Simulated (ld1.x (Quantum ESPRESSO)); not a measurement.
## How hard is this erbium (Er) TM potential?

Er, norm-conserving Troullier–Martins (Kleinman–Bylander form), made with ld1.x (Quantum ESPRESSO) 7.5 (PBEsol, scalar-relativistic). Core [Kr] 4d10 5s2, reference 4f12 5p6 5d1 6s1 6p0. Waves: 6s (bound): rc 3.50 bohr; 5p (bound): rc 1.70 bohr; 5d (bound): rc 2.80 bohr; 4f (bound): rc 0.90 bohr. Local part: all-electron potential smoothed inside 1.15 bohr (lloc = -1). Core correction: none.

The pseudo-atom Hamiltonian at the reference potential is diagonalised in spherical Bessel functions j_l(qr) that vanish at 20 bohr, with q² up to the cutoff. All-electron valence levels (Ry): 6s -0.2763, 5p -1.9035, 6p -0.0864, 5d -0.0578, 4f -0.1971.

How do the lowest levels (Ry) of each channel move with the cutoff, and are there ghosts?

```json
{"cutoff (Ry)": "8", "s #1": "-9.7832", "s #2": "-0.2758", "s #3": "-0.0104", "s #4": "0.1042", "p #1": "-1.7487", "p #2": "-0.0779", "p #3": "0.0385", "d #1": "-0.0293", "f #1": "0.0810", "f #2": "0.1981", "Σ f·Δε (mRy)": "4279.6"}
{"cutoff (Ry)": "25", "s #1": "-18.2947", "s #2": "-0.2763", "s #3": "-0.0108", "s #4": "0.1022", "p #1": "-1.8909", "p #2": "-0.0872", "p #3": "0.0348", "d #1": "-0.0577", "f #1": "0.0810", "f #2": "0.1980", "Σ f·Δε (mRy)": "3397.3"}
{"cutoff (Ry)": "50", "s #1": "-20.5733", "s #2": "-1.3217", "s #3": "-0.2763", "s #4": "-0.0102", "p #1": "-1.9029", "p #2": "-0.0874", "p #3": "0.0347", "d #1": "-0.0577", "f #1": "0.0810", "f #2": "0.1980", "Σ f·Δε (mRy)": "3325.6"}
{"cutoff (Ry)": "100", "s #1": "-20.8194", "s #2": "-1.8146", "s #3": "-0.2763", "s #4": "-0.0102", "p #1": "-1.9036", "p #2": "-0.0878", "p #3": "0.0345", "d #1": "-0.0577", "f #1": "0.0810", "f #2": "0.1980", "Σ f·Δε (mRy)": "3321.6"}
{"cutoff (Ry)": "180", "s #1": "-20.8232", "s #2": "-1.8286", "s #3": "-0.2763", "s #4": "-0.0102", "p #1": "-1.9036", "p #2": "-0.0878", "p #3": "0.0345", "d #1": "-0.0577", "f #1": "0.0810", "f #2": "0.1978", "Σ f·Δε (mRy)": "3321.4"}
{"cutoff (Ry)": "400", "s #1": "-20.8232", "s #2": "-1.8286", "s #3": "-0.2763", "s #4": "-0.0102", "p #1": "-1.9036", "p #2": "-0.0878", "p #3": "0.0345", "d #1": "-0.0577", "f #1": "-0.1958", "f #2": "0.0811", "Σ f·Δε (mRy)": "0.0"}
```

Result: ghost states, extra bound levels that the all-electron valence spectrum of the same l lacks: s at -283.3 eV, s at -24.9 eV (a true bound ghost makes a file unfit for plane-wave use); 10 mRy is reached at over 300 Ry and 1 mRy at over 300 Ry.
